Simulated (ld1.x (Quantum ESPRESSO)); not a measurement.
Logarithmic derivatives: oxygen, TM semilocal

O, norm-conserving Troullier–Martins (semilocal form), made with ld1.x (Quantum ESPRESSO) 7.5 (LDA (PZ), scalar-relativistic). Core [He], reference 2s2 2p4. Waves: 2p (bound): rc 1.45 bohr; 3d channel at 0.3 Ry: rc 1.60 bohr; 2s (bound): rc 0.85 bohr. Local part: the s channel. Core correction: Bessel-smoothed model core inside 0.45 bohr.

The phase is arctan(r·u′/u) with u = r·R(r), unwrapped; energies in Ry, scanned from -4 to 5 Ry. A pole is an energy at which the radial function vanishes at the test radius. The pseudo phase is shifted by a multiple of π to meet the all-electron one at the reference energy, and phase errors are pseudo minus all-electron; the curves can meet again beyond the range given. Levels narrower than the energy grid can be missing from the lists of poles.

```json
{"channel": "s", "radius (bohr)": "1.76", "reference energy (Ry)": "-1.75", "poles, all-electron": "-0.82", "poles, pseudo": "-0.82", "unbroken range about the reference energy with phases within 0.05 rad": "below 4.2", "phase error 1 Ry above the reference energy (rad)": "-0.000"}
{"channel": "p", "radius (bohr)": "1.76", "reference energy (Ry)": "-0.68", "poles, all-electron": "0.24", "poles, pseudo": "0.26", "unbroken range about the reference energy with phases within 0.05 rad": "below 2.6", "phase error 1 Ry above the reference energy (rad)": "+0.006"}
{"channel": "d", "radius (bohr)": "1.76", "reference energy (Ry)": "0.30", "poles, all-electron": "none", "poles, pseudo": "none", "unbroken range about the reference energy with phases within 0.05 rad": "the whole range", "phase error 1 Ry above the reference energy (rad)": "+0.000"}
```

Phases in the p channel:

```csv
E (Ry),all-electron,pseudo
-4.00,1.261,1.263
-3.76,1.248,1.250
-3.52,1.233,1.235
-3.28,1.216,1.218
-3.04,1.195,1.198
-2.80,1.170,1.173
-2.56,1.139,1.143
-2.32,1.099,1.103
-2.08,1.045,1.050
-1.84,0.968,0.973
-1.60,0.849,0.855
-1.36,0.644,0.650
-1.12,0.258,0.263
-0.88,-0.373,-0.371
-0.64,-0.932,-0.932
-0.40,-1.243,-1.242
-0.16,-1.414,-1.411
0.08,-1.520,-1.515
0.32,-1.593,-1.587
0.56,-1.649,-1.641
0.80,-1.694,-1.684
1.04,-1.734,-1.721
1.28,-1.770,-1.755
1.52,-1.805,-1.787
1.76,-1.840,-1.818
2.00,-1.877,-1.850
2.24,-1.918,-1.883
2.48,-1.963,-1.919
2.72,-2.015,-1.959
2.96,-2.077,-2.005
3.20,-2.153,-2.058
3.44,-2.249,-2.122
3.68,-2.374,-2.200
3.92,-2.538,-2.298
4.16,-2.753,-2.422
4.40,-3.018,-2.581
4.64,-3.309,-2.783
4.88,-3.585,-3.024
```
